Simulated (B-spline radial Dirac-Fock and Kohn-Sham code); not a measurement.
Compton profile of Eu³²⁺

System: the Eu³²⁺ ion, configuration [Ar] 3d10 4s2 4p1.

The run's input, task.json:

```json
{"items": [{
  "Z": 63,
  "q": 32,
  "cfg": [[1, 0, 2], [2, 0, 2], [2, 1, 6], [3, 0, 2], [3, 1, 6], [3, 2, 10], [4, 0, 2], [4, 1, 1]],
  "A": 153,
  "rrms": 5.1115,
  "do": ["scatter"],
  "s": [0.0, 0.09, 0.12, 0.14, 0.18, 0.22, 0.27, 0.33, 0.4, 0.49, 0.61, 0.75, 0.92, 1.13, 1.38, 1.7, 2.09, 2.57, 3.16, 3.88, 4.77, 5.86, 7.21],
  "pz": [0, 0.1, 0.2, 0.3, 0.4, 0.5, 0.6, 0.8, 1.0, 1.2, 1.4, 1.6, 1.8, 2.0, 2.5, 3.0, 4.0, 5.0, 7.0, 10.0, 15.0, 20.0, 30.0, 40.0, 60.0, 100.0],
  "hv_scatter": [2000, 5000, 8047.8, 17479.3, 20000, 100000, 500000, 1000000]
}]}
```

Launch: `python xray_run.py task.json out`

Level of theory: the impulse approximation on relativistic Hartree-Fock (Dirac-Fock) wave functions, averaged over the configuration; a radial atomic solver. pz is in atomic units of momentum; subshell profiles are per electron, for a selection of subshells; open shells are spread over both j values by their weights.

```
 pz   J total   J 1s1/2   J 3d3/2   J 4s1/2   J 4p3/2
  0     1.644    0.0124    0.0391     0.171     0.112
0.3     1.639    0.0124    0.0391     0.168     0.112
0.4     1.634    0.0124    0.0391     0.166     0.112
0.5     1.628    0.0124    0.0391     0.164     0.112
0.6     1.621    0.0124    0.0391     0.161     0.112
0.8     1.604    0.0124    0.0391     0.154     0.112
  1     1.582    0.0124    0.0391     0.145     0.112
1.2     1.557    0.0124    0.0391     0.135     0.111
1.4     1.529    0.0124    0.0391     0.124     0.109
1.6     1.499    0.0124    0.0391     0.112     0.108
1.8     1.467    0.0124    0.0391     0.101     0.105
  2     1.434    0.0124    0.0391    0.0893     0.102
2.5     1.351    0.0124    0.0391    0.0636    0.0912
  3     1.273    0.0124    0.0391    0.0440    0.0772
  4     1.142    0.0123    0.0388    0.0248    0.0465
  5     1.037    0.0122    0.0382    0.0218    0.0237
  7    0.8379    0.0120    0.0349    0.0177    0.0107
 10    0.5550    0.0116    0.0257   0.00448   0.00838
 15    0.2768    0.0107    0.0108   0.00220   0.00132
 20    0.1504   0.00956   0.00374   0.00110  0.000663
 30   0.05486   0.00712  0.000449  0.000103  0.000406
 40   0.02486   0.00497  6.81e-05  6.88e-05  0.000141
 60  0.007425   0.00221  3.26e-06  3.88e-05  1.67e-05
100  0.001245  0.000464    < 1e-6  6.43e-06    < 1e-6
```

J(0) = 1.644. The 4s1/2 subshell gives the largest part, 21 %.

Mean momentum ⟨p⟩ by subshell (a.u.): 1s1/2 61.4, 2s1/2 21.9, 2p1/2 29.1, 2p3/2 26.8, 3s1/2 11.2, 3p1/2 13.3, 3p3/2 12.7, 3d3/2 15.2, 3d5/2 14.9, 4s1/2 6.74, 4p1/2 7.58, 4p3/2 7.35.

Values without a named source are computed, but for edge energies of neutral atoms, which are taken from tables.
